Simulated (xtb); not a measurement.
xtb job for C2H12OSi3, SMILES [SiH3][SiH2][SiH2]OCC, GFN2-xTB. 

```
$ xtb mol.xyz --gfn 2 --sp --chrg 0 --uhf 0 --json
$ cat mol.xyz
18

C     -2.50443601     1.17753346    -0.85708480
C     -2.10723920    -0.12630551    -0.18037502
O     -1.41128698     0.14029447     0.99801292
Si    -0.14397796    -0.63885772     1.65278132
Si     1.54692553    -0.84204666     0.08611656
Si     1.63440348     0.80844093    -1.54112386
H     -3.08604167     0.97111314    -1.75134742
H     -3.09877022     1.77977277    -0.17481953
H     -1.61416871     1.73843554    -1.13151629
H     -1.49124523    -0.72798074    -0.86321448
H     -3.00211292    -0.71089449     0.07024793
H     -0.58413216    -1.93581896     2.19764635
H      0.09526426     0.27960645     2.76040676
H      1.46809318    -2.14901498    -0.60153094
H      2.84205076    -0.92161332     0.78383668
H      2.92502670     0.93098965    -2.22358062
H      1.34027242     2.13623697    -0.98986020
H      0.64319629     0.59393263    -2.60444930
```

Output:

```
[banner left out]
          |                Calculation Setup                |
           -------------------------------------------------



           -------------------------------------------------
          |                 G F N 2 - x T B                 |
           -------------------------------------------------

        Reference                      10.1021/acs.jctc.8b01176
      * Hamiltonian:
        H0-scaling (s, p, d)           1.850000    2.230000    2.230000
        zeta-weighting                 0.500000
      * Dispersion:
        s8                             2.700000
        a1                             0.520000
        a2                             5.000000
        s9                             5.000000
      * Repulsion:
        kExp                           1.500000    1.000000
        rExp                           1.000000
      * Coulomb:
        alpha                          2.000000
        third order                    shell-resolved
        anisotropic                    true
        a3                             3.000000
        a5                             4.000000
        cn-shift                       1.200000
        cn-exp                         4.000000
        max-rad                        5.000000


          ...................................................
          :                      SETUP                      :
          :.................................................:
          :  # basis functions                  54          :
          :  # atomic orbitals                  51          :
          :  # shells                           27          :
          :  # electrons                        38          :
          :  max. iterations                   250          :
          :  Hamiltonian                  GFN2-xTB          :
          :  restarted?                      false          :
          :  GBSA solvation                  false          :
          :  PC potential                    false          :
          :  electronic temp.          300.0000000     K    :
          :  accuracy                    1.0000000          :
          :  -> integral cutoff          0.2500000E+02      :
          :  -> integral neglect         0.1000000E-07      :
          :  -> SCF convergence          0.1000000E-05 Eh   :
          :  -> wf. convergence          0.1000000E-03 e    :
          :  Broyden damping             0.4000000          :
          :  net charge                          0          :
          :  unpaired electrons                  0          :
          ...................................................

 iter      E             dE          RMSdq      gap      omega  full diag
   1    -19.7410099 -0.197410E+02  0.564E+00    4.17       0.0  T
   2    -19.8736186 -0.132609E+00  0.316E+00    3.84       1.0  T
   3    -19.8757626 -0.214394E-02  0.174E+00    3.82       1.0  T
   4    -19.8755527  0.209883E-03  0.573E-01    3.86       1.0  T
   5    -19.8759206 -0.367933E-03  0.332E-01    3.84       1.0  T
   6    -19.8763271 -0.406510E-03  0.113E-01    3.86       1.0  T
   7    -19.8763416 -0.144619E-04  0.596E-02    3.86       1.0  T
   8    -19.8763438 -0.222361E-05  0.285E-02    3.86       1.0  T
   9    -19.8763443 -0.477953E-06  0.170E-02    3.86       1.4  T
  10    -19.8763446 -0.282367E-06  0.818E-03    3.86       2.9  T
  11    -19.8763446 -0.251030E-07  0.468E-03    3.86       5.0  T
  12    -19.8763447 -0.406998E-07  0.173E-03    3.86      13.7  T
  13    -19.8763447 -0.117894E-07  0.531E-04    3.86      44.4  T
  14    -19.8763447 -0.139615E-09  0.336E-04    3.86      70.1  T

   *** convergence criteria satisfied after 14 iterations ***

         #    Occupation            Energy/Eh            Energy/eV
      -------------------------------------------------------------
         1        2.0000           -0.7833338             -21.3156
       ...           ...                  ...                  ...
        13        2.0000           -0.4338076             -11.8045
        14        2.0000           -0.4280864             -11.6488
        15        2.0000           -0.4244074             -11.5487
        16        2.0000           -0.4215896             -11.4720
        17        2.0000           -0.4116981             -11.2029
        18        2.0000           -0.3802025             -10.3458
        19        2.0000           -0.3528362              -9.6012 (HOMO)
        20                         -0.2110709              -5.7435 (LUMO)
        21                         -0.2075264              -5.6471
        22                         -0.1881122              -5.1188
        23                         -0.1811220              -4.9286
        24                         -0.1597295              -4.3465
       ...                                ...                  ...
        51                          0.9113141              24.7981
      -------------------------------------------------------------
                  HL-Gap            0.1417653 Eh            3.8576 eV
             Fermi-level           -0.2819536 Eh           -7.6723 eV

 SCC (total)                   0 d,  0 h,  0 min,  0.018 sec
 SCC setup                      ...        0 min,  0.000 sec (  0.731%)
 Dispersion                     ...        0 min,  0.000 sec (  0.500%)
 classical contributions        ...        0 min,  0.000 sec (  0.176%)
 integral evaluation            ...        0 min,  0.003 sec ( 15.189%)
 iterations                     ...        0 min,  0.009 sec ( 49.364%)
 molecular gradient             ...        0 min,  0.006 sec ( 33.408%)
 printout                       ...        0 min,  0.000 sec (  0.571%)

         :::::::::::::::::::::::::::::::::::::::::::::::::::::
         ::                     SUMMARY                     ::
         :::::::::::::::::::::::::::::::::::::::::::::::::::::
         :: total energy             -19.681498913944 Eh    ::
         :: gradient norm              0.000129119009 Eh/a0 ::
         :: HOMO-LUMO gap              3.857630765408 eV    ::
         ::.................................................::
         :: SCC energy               -19.876265853851 Eh    ::
         :: -> isotropic ES            0.045866443852 Eh    ::
         :: -> anisotropic ES          0.002160510557 Eh    ::
         :: -> anisotropic XC          0.006605760052 Eh    ::
         :: -> dispersion             -0.014015214285 Eh    ::
         :: repulsion energy           0.194766939907 Eh    ::
         :: add. restraining           0.000000000000 Eh    ::
         :: total charge               0.000000000000 e     ::
         :::::::::::::::::::::::::::::::::::::::::::::::::::::

           -------------------------------------------------
          |                Property Printout                |
           -------------------------------------------------

    * Orbital Energies and Occupations

         #    Occupation            Energy/Eh            Energy/eV
      -------------------------------------------------------------
         1        2.0000           -0.7833338             -21.3156
       ...           ...                  ...                  ...
         7        2.0000           -0.5428737             -14.7723
         8        2.0000           -0.5231780             -14.2364
         9        2.0000           -0.5136978             -13.9784
        10        2.0000           -0.4751828             -12.9304
        11        2.0000           -0.4697353             -12.7821
        12        2.0000           -0.4402052             -11.9786
        13        2.0000           -0.4338076             -11.8045
        14        2.0000           -0.4280864             -11.6488
        15        2.0000           -0.4244074             -11.5487
        16        2.0000           -0.4215896             -11.4720
        17        2.0000           -0.4116981             -11.2029
        18        2.0000           -0.3802025             -10.3458
        19        2.0000           -0.3528362              -9.6012 (HOMO)
        20                         -0.2110709              -5.7435 (LUMO)
        21                         -0.2075264              -5.6471
        22                         -0.1881122              -5.1188
        23                         -0.1811220              -4.9286
        24                         -0.1597295              -4.3465
        25                         -0.1532977              -4.1714
        26                         -0.1347822              -3.6676
        27                         -0.1264122              -3.4399
        28                         -0.1136262              -3.0919
        29                         -0.0879654              -2.3937
        30                         -0.0681615              -1.8548
       ...                                ...                  ...
        51                          0.9113141              24.7981
      -------------------------------------------------------------
                  HL-Gap            0.1417653 Eh            3.8576 eV
             Fermi-level           -0.2819536 Eh           -7.6723 eV

     #   Z          covCN         q      C6AA      α(0)
     1   6 C        3.751    -0.114    22.735     6.800
     2   6 C        3.728     0.097    19.068     6.234
     3   8 O        1.622    -0.399    20.844     6.162
     4  14 Si       3.601     0.435    99.713    19.178
     5  14 Si       3.712     0.289   102.465    19.383
     6  14 Si       3.692     0.366   100.579    19.210
     7   1 H        0.925     0.044     2.401     2.423
     8   1 H        0.925     0.056     2.242     2.341
     9   1 H        0.925     0.049     2.330     2.387
    10   1 H        0.923     0.001     3.035     2.724
    11   1 H        0.924     0.026     2.643     2.542
    12   1 H        0.915    -0.106     5.788     3.763
    13   1 H        0.920    -0.106     5.779     3.760
    14   1 H        0.914    -0.131     6.794     4.077
    15   1 H        0.915    -0.139     7.153     4.183
    16   1 H        0.918    -0.116     6.149     3.878
    17   1 H        0.917    -0.128     6.664     4.038
    18   1 H        0.917    -0.125     6.546     4.002

 Mol. C6AA /au·bohr⁶  :       4745.435682
 Mol. C8AA /au·bohr⁸  :     168221.600187
 Mol. α(0) /au        :        117.085864


Wiberg/Mayer (AO) data.
largest (>0.10) Wiberg bond orders for each atom

 ---------------------------------------------------------------------------
     #   Z sym  total        # sym  WBO       # sym  WBO       # sym  WBO
 ---------------------------------------------------------------------------
     1   6 C    3.994 --     2 C    1.012     9 H    0.986     8 H    0.985
                             7 H    0.985
     2   6 C    3.954 --     1 C    1.012     3 O    0.990    10 H    0.977
                            11 H    0.970
     3   8 O    2.240 --     4 Si   1.137     2 C    0.990
     4  14 Si   3.864 --     3 O    1.137    12 H    0.886    13 H    0.886
                             5 Si   0.828
     5  14 Si   3.665 --    15 H    0.898    14 H    0.894     6 Si   0.861
                             4 Si   0.828
     6  14 Si   3.672 --    17 H    0.898    16 H    0.897    18 H    0.897
                             5 Si   0.861
     7   1 H    0.998 --     1 C    0.985
     8   1 H    0.997 --     1 C    0.985
     9   1 H    0.998 --     1 C    0.986
    10   1 H    1.000 --     2 C    0.977
    11   1 H    0.999 --     2 C    0.970
    12   1 H    0.988 --     4 Si   0.886
    13   1 H    0.988 --     4 Si   0.886
    14   1 H    0.983 --     5 Si   0.894
    15   1 H    0.981 --     5 Si   0.898
    16   1 H    0.986 --     6 Si   0.897
    17   1 H    0.984 --     6 Si   0.898
    18   1 H    0.984 --     6 Si   0.897
 ---------------------------------------------------------------------------
Note: The following floating-point exceptions are signalling: IEEE_UNDERFLOW_FLAG IEEE_DENORMAL
normal termination of xtb

Topologies differ in total number of bonds
Writing topology from bond orders to xtbtopo.mol

molecular dipole:
                 x           y           z       tot (Debye)
 q only:        0.056      -0.168      -0.238
   full:       -0.223      -0.191      -0.262       1.000
molecular quadrupole (traceless):
                xx          xy          yy          xz          yz          zz
 q only:        1.191      -0.062      -0.054       4.115      -0.313      -1.137
  q+dip:        1.821       1.716       0.841       2.885       1.208      -2.662
   full:        2.689       1.297      -0.257       4.490       1.206      -2.432


           -------------------------------------------------
          | TOTAL ENERGY              -19.681498913944 Eh   |
          | GRADIENT NORM               0.000129119009 Eh/α |
          | HOMO-LUMO GAP               3.857630765408 eV   |
           -------------------------------------------------

------------------------------------------------------------------------
------------------------------------------------------------------------
 total:
 SCF:
```

The run converged.
